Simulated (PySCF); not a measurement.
Electronic absorption of CH6NPSi

CH6NPSi.
SMILES: `C=N[SiH2]P`

Computed, not measured: TDDFT PBE0/def2-SVPD, vertical, gas phase, core orbitals frozen in the response in PySCF 2.14.0, density-fitted response routines. Isolated species at its GFN2-xTB geometry (one conformer only). Torsions of this conformer, `[CH2:1]=[N:2][SiH2:3][PH2:4]`: C1–N2–Si3–P4 115°, H–P4–Si3–N2 -91°, H–P4–Si3–N2 176°.

```tsv
state	λ (nm)	E (eV)	f	main configurations (H = HOMO, L = LUMO)
S1	314.4	3.94	0.0005	H→L (97%)
S2	233.4	5.31	0.028	H-1→L (97%)
S3	206.8	6.00	0.020	H→L+1 (98%)
S4	193.8	6.40	0.042	H-1→L+1 (72%), H-1→L+2 (16%)
S5	188.2	6.59	0.0040	H→L+2 (81%), H→L+3 (10%)
S6	183.6	6.75	0.021	H-1→L+2 (75%), H-1→L+1 (13%)
```

Triplets (Tamm–Dancoff): T1 3.32 eV, H→L (95%); T2 4.77 eV, H-1→L (43%), H-2→L (35%), H-4→L (16%).

The lowest singlet comes at 314 nm (380 kJ/mol) in the ultraviolet; it is very weak; its leading configuration is HOMO→LUMO (97%). The most intense listed level is S4 at 6.40 eV (194 nm, f = 0.042), 2.45 eV above S1. Löwdin shares by element: HOMO nitrogen 56%, carbon 16%, silicon 10%, hydrogen 6% or more; LUMO carbon 40%, nitrogen 32%, silicon 6%, hydrogen 6% or more (atoms not listed hold the other 15%). The oscillator strengths of these states sum to 0.115; summed over the whole spectrum of an exact calculation they would give the number of electrons, 48 (Thomas–Reiche–Kuhn). Of the 6 states listed, 4 reach f = 0.01 and none stays under 0.0005. Weighted by f, the mean energy of these states is 6.12 eV. Singlets were solved by full linear response, triplets in the Tamm–Dancoff approximation.
